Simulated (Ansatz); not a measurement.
Ideal-gas functions of AlBrH$_{5}$NSi, SMILES `[AlH2][NH][SiH2]Br` at 298.15 K and 1 bar, from an Ansatz frequency run at PBE0-D4/def2-TZVP.

Molar mass 154.02 g/mol, point group C1 (symmetry number 1), electronic degeneracy 1, moments of inertia 67.286, 523.492, 559.696 u Å². Harmonic wavenumbers (cm⁻¹, unscaled): 44, 144, 168, 235, 414, 488, 537, 563, 606, 685, 767, 795, 873, 937, 949, 1133, 1946, 1962, 2244, 2263, 3585.

Use S(trans) = R[1.5 ln M + 2.5 ln T − 1.1517]; rotational temperatures θ = 24.2544 K / I; S(rot) = R[ln(√π/σ · √(T³/θAθBθC)) + 1.5]; for each mode x = 1.438777 ν̃/T, S = R[x/(eˣ − 1) − ln(1 − e⁻ˣ)] and H = RT x/(eˣ − 1); 1 cm⁻¹ = 0.0119627 kJ/mol; R = 8.31446 J/(mol·K).

Task: By hand: the entropy, in J/(mol·K).

Result: Translation 171.7. Rotation: θ = 0.3605, 0.0463, 0.0433 K, giving 118.4. Vibration, mode by mode: 21.21, 11.51, 10.28, 7.70, 3.82, 2.88, 2.39, 2.17, 1.84, 1.36, 0.99, 0.88, 0.65, 0.50, 0.48, 0.23, 0.01, 0.01, 0.00, 0.00, 0.00, in all 68.9. Electronic 0.0. Sum 359.0 J/(mol·K).

Task: By hand: H − E and G − E in kJ/mol, counted from the electronic energy.

Result: Zero-point energy ½ × 21338 × 0.0119627 = 127.6; thermal vibration 10.9; translation, rotation and pV give 4 RT = 9.9. H − E = 148.4 kJ/mol, and G − E = 148.4 − 298.15 × 359.0/1000 = 41.4 kJ/mol.

Vibration gives 19 % of the entropy, 32.7 J/(mol·K) of it from the modes under 150 cm⁻¹: soft modes count most, and the harmonic formula is weakest for them. The sum counts one conformer and one mirror image; others add a mixing term.
